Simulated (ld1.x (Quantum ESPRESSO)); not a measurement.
**Transferability test, ultrasoft potential for tellurium (Te)**

| Item | Value |
| --- | --- |
| Element | tellurium |
| Generator | ld1.x (Quantum ESPRESSO) 7.5 |
| Type | ultrasoft |
| Functional | LDA (PZ) |
| Relativity | fully relativistic |
| Frozen core | [Kr] |
| Valence charge | 16 |
| Reference configuration | 4d10 5s2 5p4 |
| Partial waves | 5s (bound): rcut 1.40, rcutus 1.80 bohr; 5s channel at 1.1 Ry: rcut 1.40, rcutus 1.80 bohr; 5p (bound): rcut 1.80, rcutus 2.05 bohr; 5p channel at 0.7 Ry: rcut 1.80, rcutus 2.05 bohr; 4d (bound): rcut 1.60, rcutus 1.70 bohr; 4d channel at -0.7 Ry: rcut 1.60, rcutus 1.70 bohr |
| Local potential | all-electron potential smoothed inside 1.40 bohr (lloc = -2) |
| Core correction | Bessel-smoothed model core inside 1.25 bohr |
| Augmentation charge | built from norm-conserving waves at rcut, not smoothed further |

Open shells are filled in proportion to 2j + 1 (rel_dist='average').

Energies are relative to the spin-unpolarised reference configuration 4d10 5s2 5p4; without spin polarisation the order of configurations can differ from experiment.

```
valence configuration  charge  ΔE all-electron (eV)  error AE − PS (meV)
         4d10 5s2 5p3      +1                 9.938                  0.0
         4d10 5s2 5p1      +3                55.399                 -2.8
          4d9 5s2 5p4      +1                49.276                 -471
          4d9 5s2 5p5       0                38.090                 -500
         4d10 5s1 5p4      +1                19.830                 -5.9
```

Problem. What are ΔE and the potential's error for 4d10 5s2 5p2?

Solution. ΔE = 28.137 eV all-electron; the error (AE − PS) is -0.6 meV.

Problem. What are ΔE and the potential's error for 4d10 5s2 5p4.3?

Solution. ΔE = -1.523 eV all-electron; the error (AE − PS) is 0.0 meV.

Levels in the configuration 4d9 5s2 5p5:

| level | all-electron (eV) | pseudo (eV) |
| --- | --- | --- |
| 4d j=3/2 | -48.785 | -49.741 |
| 4d j=5/2 | -47.243 | -48.187 |
| 5s j=1/2 | -17.166 | -17.286 |
| 5p j=1/2 | -7.830 | -7.814 |
| 5p j=3/2 | -6.867 | -6.841 |

A Bessel basis up to 400 Ry misses an occupied level by 0.96 Ry, so cutoffs and ghosts were not judged.
